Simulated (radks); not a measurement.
Values are calculated unless marked as measured or tabulated.
Excited configurations of Zn IV: one electron is placed in a higher orbital outside [Ar] 3d8. The ground configuration is [Ar] 3d9. Code: a radial shooting solver on a logarithmic mesh with Libxc functionals. Model: Dirac Kohn-Sham, BLYP, spin-unpolarised, spherical densities, finite nucleus; open shells are shared between the two j in proportion to 2j + 1; Fermi nuclear charge, rms radius 3.9283 fm. Excitation = E - E(ground); binding = E(ion) - E, where the ion is the core of charge +4; n* = 4/sqrt(2 binding) in atomic units, and the quantum defect is n - n*. Eigenvalue and <r> are those of j = l + 1/2.

| outer orbital | excitation (eV) | binding (eV) | n* | quantum defect | eigenvalue (eV) | <r> (bohr) |
|---|---|---|---|---|---|---|
| 4s | 17.558 | 44.227 | 2.219 | 1.781 | -38.570 | 1.947 |
| 5s | 40.924 | 20.861 | 3.230 | 1.770 | -18.512 | 4.001 |
| 5d | 48.787 | 12.999 | 4.092 | 0.908 | -11.284 | 5.702 |
| 5f | 52.506 | 9.279 | 4.843 | 0.157 | -7.965 | 7.398 |
| 6p | 50.886 | 10.900 | 4.469 | 1.531 | -9.649 | 7.426 |
| 6d | 53.186 | 8.600 | 5.031 | 0.969 | -7.570 | 9.005 |
| 7f | 56.845 | 4.940 | 6.638 | 0.362 | -4.359 | 15.52 |

Estimate the row for 4p.

Answer. excitation (eV) 27.017; binding (eV) 34.768; n* 2.502; quantum defect 1.498; eigenvalue (eV) -29.752; <r> (bohr) 2.235. The Delta-SCF ionisation energy is 61.785 eV (NIST Atomic Spectra Database: 59.57 eV, measured). Self-interaction in the functional shifts the binding energies and quantum defects, so they are the method's values and not measured ones. Spin polarisation and multiplet splitting are left out, so open shells lie too high by an amount that depends on their filling.

Beside tabulated values, note that spin-unpolarised runs miss the spin-polarisation part of the exchange energy of open shells.
